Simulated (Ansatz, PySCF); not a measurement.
Ways to break one bond of [Cl][GeH]([Cl])[Cl]:

A. [Cl][GeH]([Cl])[Cl] → [Cl][GeH][Cl] + Cl atom
B. [Cl][GeH]([Cl])[Cl] [trichlorogermane] → [Cl][Ge]([Cl])[Cl] + H atom

Quantity: bond dissociation energy (enthalpy at 298 K, with B3LYP-D3(BJ) rigid-rotor harmonic-oscillator terms), kcal/mol. Geometries: B3LYP-D3(BJ)/def2-TZVP minima from Ansatz (a program for electronic structure). Frequencies are from Ansatz or PySCF. Correlated levels leave the core frozen unless marked. Open shells are spin-unrestricted. Spin-orbit coupling is left out. The frozen core is the preceding noble-gas configuration, with the filled d and f shells of earlier blocks. No relativistic terms. Basis-set limits of correlation are two-point, X^-3; Hartree-Fock from the larger set. The bracket is a focal-point correction in the basis named.

```
   MP2/def2-TZVPP (Ansatz)  SCS-MP2/6-31G (Ansatz)  CCSD(T)/def2-TZVPPD (Ansatz)  RI-MP2/CBS(def2-TZVPPD,def2-QZVPPD)+[CCSD(T)-MP2]/def2-TZVPPD (Ansatz)
-  -----------------------  ----------------------  ----------------------------  ----------------------------------------------------------------------
A                     99.3                    63.5                          94.0                                                                       …
B                     79.4                    63.9                          81.2                                                                       …
```

Fill in the missing entries.


- A, RI-MP2/CBS(def2-TZVPPD,def2-QZVPPD)+[CCSD(T)-MP2]/def2-TZVPPD (Ansatz): 97.2
- B, RI-MP2/CBS(def2-TZVPPD,def2-QZVPPD)+[CCSD(T)-MP2]/def2-TZVPPD (Ansatz): 82.7
